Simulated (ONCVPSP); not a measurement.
## Al (Z = 13) ONCV: all-electron and pseudo phase curves

```json
{
  "Element": "aluminium (Al)",
  "Generator": "ONCVPSP 4.0.1",
  "Type": "optimised norm-conserving Vanderbilt (ONCV)",
  "Functional": "PBE",
  "Relativity": "scalar-relativistic",
  "Frozen core": "[Ne]",
  "Valence charge": "3",
  "Reference configuration": "3s2 3p1",
  "Partial waves": "3s: rc 1.85 bohr, ncon 3, nbas 6, qcut 3 1/bohr, 2 projectors, debl 3.3 Ha; 3p: rc 3.00 bohr, ncon 5, nbas 8, qcut 2.7 1/bohr, 2 projectors, debl 3.5 Ha",
  "Local potential": "polynomial inside 1.70 bohr (lpopt 5, dvloc0 3 Ha)",
  "Core correction": "Teter function, fcfact 4.75, rcfact 1.5"
}
```

The phase is arctan(r·R′/R) of the radial function R(r), unwrapped; energies in Ha, scanned from -2 to 5 Ha. A pole is an energy at which the radial function vanishes at the test radius. The pseudo phase is shifted by a multiple of π to meet the all-electron one at the reference energy, and phase errors are pseudo minus all-electron; the curves can meet again beyond the range given. Levels narrower than the energy grid can be missing from the lists of poles.

**Question.** For each channel, where are the poles, and over which energies does the pseudopotential scatter like the atom?

**Answer.**

```csv
channel,radius (bohr),reference energy (Ha),"poles, all-electron","poles, pseudo",unbroken range about the reference energy with phases within 0.05 rad,phase error 1 Ha above the reference energy (rad)
s,1.88,-0.28,1.93,1.93,below 4.2,-0.002
p,3.05,-0.10,"0.39, 2.74","0.39, 2.73",below 1.1,-0.016
```

Phases in the p channel:

```tsv
E (Ha)	all-electron	pseudo
-1.98	1.360	1.360
-1.80	1.345	1.345
-1.62	1.328	1.327
-1.44	1.306	1.305
-1.26	1.277	1.276
-1.08	1.237	1.236
-0.90	1.178	1.178
-0.72	1.082	1.081
-0.54	0.892	0.891
-0.36	0.408	0.407
-0.18	-0.603	-0.603
0.00	-1.194	-1.194
0.18	-1.427	-1.428
0.36	-1.554	-1.556
0.54	-1.650	-1.654
0.72	-1.749	-1.756
0.90	-1.888	-1.905
1.08	-2.177	-2.228
1.26	-3.035	-3.184
1.44	-4.017	-4.079
1.62	-4.348	-4.371
1.80	-4.485	-4.497
1.98	-4.561	-4.568
2.16	-4.612	-4.616
2.34	-4.649	-4.652
2.52	-4.680	-4.682
2.70	-4.707	-4.708
2.88	-4.732	-4.733
3.06	-4.758	-4.758
3.24	-4.787	-4.787
3.42	-4.821	-4.821
3.60	-4.868	-4.868
3.78	-4.941	-4.944
3.96	-5.081	-5.097
4.14	-5.470	-5.574
4.32	-6.662	-6.903
4.50	-7.360	-7.451
4.68	-7.567	-7.617
4.86	-7.660	-7.695
```
